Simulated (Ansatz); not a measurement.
F₂GaHO (`[OH][Ga]([F])[F]`), relaxed with RKS PBE-D4/def2-SVP in Ansatz from a rough embedded geometry. The force threshold is 0.03 eV/Å; the program also tests the step.

The species carries charge 0 and has multiplicity 1.

Start:

```xyz
5

O     0.692    0.583   -0.488
Ga   -0.361   -0.007    0.302
F     0.544   -1.527    0.515
F    -1.234    0.073    1.094
H     0.359    0.878   -1.423
```

(1) How much energy does the relaxation release, and in how many steps? (Best estimate.)

(2) Which bonds change most? (Best estimate.)

(3) Give the relaxed structure. (Estimate.)

Results:

(1) Ansatz gave: 1770.21 kJ/mol, in 10 steps.

(2) The calculation gave: Ga2–F4 from 1.181 to 1.759 Å; O1–Ga2 from 1.442 to 1.781 Å; O1–H5 from 1.035 to 0.977 Å; Ga2–F3 from 1.782 to 1.750 Å.

(3) Computed: 
```xyz
5

O     0.754    0.565   -1.004
Ga   -0.062   -0.335    0.298
F     0.615   -1.833    0.897
F    -1.559    0.229    1.029
H     0.251    1.374   -1.221
```
